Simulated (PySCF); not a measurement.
Compound: C7H18PSi (charge +1).
Numbering: `[CH2:1]=[CH:2][P@+:3]([CH3:4])([CH2:5][SiH3:6])[CH2:7][CH2:8][CH3:9]` (hydrogens: H10, H11 on C1; H12 on C2; H13, H14, H15 on C4; H16, H17 on C5; H18, H19, H20 on Si6; H21, H22 on C7; H23, H24 on C8; H25, H26, H27 on C9)

Theory: PySCF 2.14.0, PBE0-D3(BJ)/def2-SVP geometry optimisation, gas phase.

Give the optimised bond lengths and angles.

| bond | length (Å) |
| --- | --- |
| C1=C2 | 1.335 |
| C2–P3 | 1.790 |
| P3–C4 | 1.799 |
| P3–C5 | 1.798 |
| C5–Si6 | 1.918 |
| P3–C7 | 1.811 |
| C7–C8 | 1.528 |
| C8–C9 | 1.521 |
| C1–H10 | 1.094 |
| C1–H11 | 1.094 |
| C2–H12 | 1.097 |
| C4–H13, C4–H14, C4–H15 | 1.099 |
| C5–H16 | 1.103 |
| C5–H17 | 1.104 |
| Si6–H18, Si6–H19, Si6–H20 | 1.488 |
| C7–H21 | 1.104 |
| C7–H22 | 1.104 |
| C8–H23 | 1.103 |
| C8–H24 | 1.103 |
| C9–H25, C9–H26, C9–H27 | 1.100 |

Bonds in one row agree within 0.01 Å and their mean is given. A selection of angles:
| angle | degrees |
| --- | --- |
| C2–C1–H10 | 123.0 |
| C2–C1–H11 | 120.6 |
| H10–C1–H11 | 116.4 |
| C1–C2–P3 | 124.5 |
| C1–C2–H12 | 120.7 |
| P3–C2–H12 | 114.8 |
| C2–P3–C4 | 109.8 |
| C2–P3–C5 | 108.9 |
| C2–P3–C7 | 108.5 |
| C4–P3–C5 | 110.0 |
| C4–P3–C7 | 110.1 |
| C5–P3–C7 | 109.4 |
| P3–C4–H13 | 109.2 |
| H13–C4–H14 | 108.9 |
| P3–C5–Si6 | 117.8 |
| P3–C5–H16 | 107.2 |
| P3–C5–H17 | 107.1 |
| Si6–C5–H16 | 108.8 |
| Si6–C5–H17 | 108.6 |
| H16–C5–H17 | 106.8 |
| C5–Si6–H18 | 108.5 |
| C5–Si6–H19 | 108.2 |
| H18–Si6–H19 | 109.9 |
| H18–Si6–H20 | 111.6 |
| P3–C7–C8 | 114.4 |
| P3–C7–H21 | 107.1 |
| P3–C7–H22 | 106.0 |
| C8–C7–H21 | 111.5 |
| C8–C7–H22 | 111.1 |
| H21–C7–H22 | 106.3 |
| C7–C8–C9 | 111.8 |
| C7–C8–H23 | 109.5 |
| C7–C8–H24 | 109.6 |
| C9–C8–H23 | 109.9 |
| C9–C8–H24 | 109.5 |
| H23–C8–H24 | 106.4 |
| C8–C9–H25 | 111.4 |
| H25–C9–H26 | 107.9 |

Dihedral angles: C1–C2–P3–C4 1° (synperiplanar); C2–P3–C5–Si6 178° (antiperiplanar); C2–P3–C7–C8 -62° (synclinal); P3–C7–C8–C9 177° (antiperiplanar).

C1 (terminal =CH2 carbon) is planar (angles 123.0°, 120.6° and 116.4°, sum 360.0°, 0.00 Å off the plane of its three neighbours). Of the pairs four or more bonds apart, C4···H10 is among the closest relative to their van der Waals radii: 2.77 Å, 96 % of the sum of Bondi's values. Si6 (SiH3 silicon) is tetrahedral (angles from 106.8° to 111.6°). P3 (phosphonium phosphorus) is tetrahedral (angles from 108.5° to 110.1°). The 3 C–C bonds span 1.335 Å (C1=C2, drawn double) to 1.528 Å (C7–C8, drawn single), a spread of 0.193 Å. The C–P distances run from 1.790 Å (C2–P3, drawn single) to 1.811 Å (P3–C7, drawn single), a spread of 0.021 Å. C2 (alkene CH carbon) is planar (angles 124.5°, 120.7° and 114.8°, sum 360.0°, 0.00 Å off the plane of its three neighbours).

Point group: C1 (no symmetry element, even within 0.4 Å). PBE0-D3(BJ)/def2-SVP frequencies: not computed here.

One conformer stands for the species.
